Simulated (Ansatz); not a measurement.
Total energies of `CB1[BH][AlH][SiH2]1`.

```xyz
12

C    -1.415   -0.684    1.525
B    -0.732   -0.214    0.222
B    -0.521    0.334   -1.207
Al    1.033    1.352   -2.004
Si    1.384    0.020   -0.040
H    -0.970   -1.602    1.919
H    -2.492   -0.828    1.415
H    -1.257    0.079    2.297
H    -0.403   -0.442   -2.143
H     1.603    2.157   -3.233
H     2.176   -1.214    0.224
H     1.594    1.041    1.025
```

The species carries charge 0 and has multiplicity 1. The structure was optimised at the PBE0-D4/def2-TZVP level. Basis def2-TZVPP, Ansatz.

RPA on PBE orbitals: Hartree–Fock energy of these orbitals -622.05223 Eh, correlation -1.07741 Eh (frozen core).

| functional | energy without D4 (Eh) | D4 term (kJ/mol) |
| --- | --- | --- |
| LDA (SPW92) | -620.73044 | – |
| PBE | -623.48223 | -27.2 |
| revPBE | -623.77896 | -74.0 |
| BLYP | -623.84901 | -58.4 |
| r2SCAN | -623.80038 | -6.5 |
| B97M-V | -623.82015 | – |
| PBE0 | -623.55344 | -23.2 |
| B3LYP | -623.96446 | -44.1 |
| r2SCANh | -623.79342 | -7.1 |
| r2SCAN0 | -623.78406 | -7.9 |
| HSE06 (plane-wave form) | -623.53415 | -21.8 |
| BHLYP | -623.84893 | -37.1 |
| CAM-B3LYP | -623.84550 | -23.9 |
| LC-ωPBE | -623.65661 | – |
| ωB97X-V | -623.79755 | – |
| ωB97M-V | -623.80762 | – |
| B2PLYP | -623.56942 | – |
| PBE-QIDH | -623.35639 | – |

B3LYP takes the VWN-RPA correlation (the form of Gaussian; ORCA's B3LYP/G). HSE06 is the plane-wave form, built on full-range PBE exchange. The double hybrids freeze the cores in their second-order part.

LC-ωPBE has ω = 0.4 bohr⁻¹.
